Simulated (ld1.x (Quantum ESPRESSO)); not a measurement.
## An all-electron radial function and its pseudo partner (boron)

Columns: radius, all-electron u(r) and pseudo u(r) of the 2s shell (level -9.44 eV) of boron in the configuration [He] 2s2 2p1; PBE, non-relativistic, TM scheme, ld1.x (Quantum ESPRESSO) 7.5.

```
r (bohr)  all-electron   pseudo
   0.143        0.3021  -0.0694
   0.285        0.2341  -0.1374
   0.428        0.0476  -0.2062
   0.570       -0.1544  -0.2810
   0.713       -0.3349  -0.3734
   0.855       -0.4793  -0.4835
   0.998       -0.5892  -0.5892
   1.140       -0.6647  -0.6647
   1.283       -0.7111  -0.7111
   1.425       -0.7330  -0.7330
   1.568       -0.7355  -0.7355
   1.710       -0.7234  -0.7234
   1.853       -0.7004  -0.7004
   1.995       -0.6699  -0.6699
   2.138       -0.6342  -0.6342
   2.280       -0.5958  -0.5958
   2.423       -0.5557  -0.5557
   2.565       -0.5157  -0.5157
   2.708       -0.4760  -0.4760
   2.850       -0.4380  -0.4380
   2.992       -0.4016  -0.4016
   3.135       -0.3669  -0.3669
   3.278       -0.3344  -0.3344
   3.420       -0.3044  -0.3044
   3.563       -0.2763  -0.2763
   3.705       -0.2506  -0.2506
```

How many radial nodes do the two functions have?

The all-electron 2s function has n − l − 1 = 1; the pseudo-wave has 0, since the states of the same l below it are removed with the core.

At about which radius was the pseudo-wave matched?

1.05 bohr, where the columns begin to agree (steps of 0.14 bohr).

Is the pseudo-wave norm-conserving?

Yes: the TM scheme keeps the norm inside the radius equal to the all-electron one, which fixes the energy derivative of the logarithmic derivative at the level.
